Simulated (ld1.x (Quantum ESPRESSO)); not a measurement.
**What one change does to a pseudopotential (manganese, TM semilocal)**

* Element: Mn
* Generator: ld1.x (Quantum ESPRESSO) 7.5
* Type: norm-conserving Troullier–Martins (semilocal form)
* Functional: PBEsol
* Relativity: scalar-relativistic
* Frozen core: [Ar]
* Valence charge: 7
* Reference configuration: 3d5 4s2 4p0
* Partial waves: 4s (bound): rc 2.60 bohr; 4p (bound, empty): rc 2.80 bohr; 3d (bound): rc 1.25 bohr
* Local potential: the d channel
* Core correction: none

All-electron outer shells of the reference configuration (PBEsol, scalar-relativistic, ld1.x):

| shell | level (eV) | outermost node (bohr) | outermost maximum (bohr) |
| --- | --- | --- | --- |
| 3s | -85.64 | 0.34 | 0.74 |
| 3p | -54.48 | 0.31 | 0.75 |
| 3d | -6.79 | – | 0.76 |
| 4s | -5.12 | 1.05 | 2.51 |
| 4p | -1.35 | 1.16 | 3.38 |

Change: core correction a·sin(br)/r model core inside 0.62 bohr.

Cutoffs: the cutoffs (Ry, on a coarse ladder) from which the occupation-weighted sum of valence levels, in a spherical-Bessel basis at the reference potential, stays within 10 and 1 mRy of its value at 400 Ry; they do not see the model core or the augmentation charge, which bear on the density cutoff. Errors are all-electron minus pseudo energies relative to the spin-unpolarised reference configuration.

Problem. What does the change do?

Solution. The potential gets neither clearly harder nor softer (140 Ry and 160 Ry → 140 Ry and 160 Ry); of the 7 tests that both files solve, the error grows in 7 and shrinks in 0 by more than 15 % and 0.3 meV (median size 4.4 → 17.0 meV); neither file shows a bound ghost. A semilocal file is local in each channel, so a ghost entry of none says nothing of the separable form that plane-wave codes build from it. A model core, the more so a compact one, raises the density cutoff, which this test does not measure.

```tsv
quantity	base	changed
cutoff, loose	140 Ry	140 Ry
cutoff, tight	160 Ry	160 Ry
bound ghosts	none	none
error for 3d5 4s1 4p0, meV [ΔE 8.43 eV]	-4.4	-7.7
error for 3d5 4s0 4p0, meV [ΔE 23.94 eV]	+19	-55
error for 3d4 4s0 4p0, meV [ΔE 56.42 eV]	+59	-244
error for 3d6 4s0 4p0, meV [ΔE 6.77 eV]	-180	-243
error for 3d5 4s0 4p2, meV [ΔE 7.96 eV]	+2.0	-12
error for 3d5 4s0 4p1, meV [ΔE 13.19 eV]	+2.3	-17
error for 3d5 4s1.5 4p0, meV [ΔE 3.37 eV]	-1.3	-1.6
s: phases at 3.04 bohr within 0.05 rad from the reference energy up to (Ry; the scan ends near 5)	1.8	1.8
p: phases at 3.04 bohr within 0.05 rad from the reference energy up to (Ry; the scan ends near 5)	2.5	2.5
d: phases at 3.04 bohr within 0.05 rad from the reference energy up to (Ry; the scan ends near 5)	4.6	4.6
```
